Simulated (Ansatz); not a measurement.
A search over several starts for the lowest SCF solution of the cluster Co2Si at the given spin, in a small basis.

```yaml
crystal:
  periodic: [false, false, false]
  atoms:
    - {symbol: Co, position_ang: [-1.082776, -0.436736, -0.331387]}
    - {symbol: Co, position_ang: [0.337838, 1.081146, -0.435815]}
    - {symbol: Si, position_ang: [0.744939, -0.644400, 0.767202]}
basis:
  gaussian: {orbitals: def2-SVP}
magnetization: {spin_polarized: true, initial_magnetization: 0}
hamiltonian: {xc: pbe0, dispersion: d4}
output: {orbitals: {seedname: orbitals}}
```

```sh
$ ansatz run in.yaml --threads 4 --pin off --events-out ev --progress --plain --max-ram 3916MiB
```

It prints (some lines left out):

```
Functional definition: PBE0
834 factors; integrals over basis functions are off by at most 9.4e-4 eV
mean field evaluation 1: about -83013.3950 eV, gradient 1.5e2 eV
mean field evaluation 2: about -81405.4213 eV, gradient 4.1e2 eV
mean field evaluation 4: about -83049.1604 eV, gradient 9.6e1 eV
mean field evaluation 8: about -83075.1723 eV, gradient 8.5e1 eV
mean field evaluation 16: about -83097.1399 eV, gradient 1.9e-2 eV
mean field evaluation 32: about -83100.2037 eV, gradient 2.0e-1 eV
mean field evaluation 64: about -82993.7234 eV, gradient 1.6e2 eV
mean field evaluation 96: about -83063.3114 eV, gradient 1.6e2 eV
mean field evaluation 128: about -83051.3826 eV, gradient 1.6e2 eV
mean field evaluation 160: about -83100.2058 eV, gradient 4.7e-2 eV
mean field evaluation 192: about -83100.2070 eV, gradient 2.5e-4 eV
mean field evaluation 224: about -83074.1828 eV, gradient 7.8e1 eV
mean field evaluation 256: about -83100.2070 eV, gradient 2.5e-2 eV
mean field evaluation 288: about -83100.0547 eV, gradient 2.3e0 eV
mean field evaluation 320: about -83095.5144 eV, gradient 1.7e1 eV
mean field evaluation 352: about -83093.9302 eV, gradient 2.0e1 eV
mean field evaluation 384: about -83099.4336 eV, gradient 4.1e-1 eV
mean field evaluation 416: about -83100.0220 eV, gradient 3.8e0 eV
mean field evaluation 448: about -83100.1938 eV, gradient 3.9e-1 eV
mean field evaluation 480: about -83100.2051 eV, gradient 4.7e-2 eV
mean field evaluation 512: about -83100.1897 eV, gradient 5.9e-1 eV
mean field evaluation 544: about -83100.1708 eV, gradient 4.3e-1 eV
mean field evaluation 576: about -83100.1761 eV, gradient 1.3e-1 eV
mean field -83100.20702665 eV, -3053.8762808861 hartree, gradient 1.0e-5 eV, S^2 2.300134; 25 other end points of the search recorded, 0 dependent functions left out
reference -83100.20705502 eV, -3053.8762819286 hartree; 34, 34 occupied and 46, 46 virtual orbitals, 834 factors
Total energy: -83100.28866547 eV, -3053.8792810573 hartree
```

Run time 72 s (4 threads of Arm Neoverse V2 on a shared host).

Other converged states that the search met: 0.72 eV higher (⟨S²⟩ = 2.89).

The unrestricted singlet has broken spin symmetry (⟨S²⟩ up to 2.30). At PBE0-D4/def2-TZVP a quintet of charge 0 lies 0.69 eV below the unrestricted singlet, which stands at the restricted singlet's geometry. That quintet is doubtful there (⟨S²⟩ 6.69, where a pure state has 6.00). The structure comes from a short search, and lower isomers may exist.
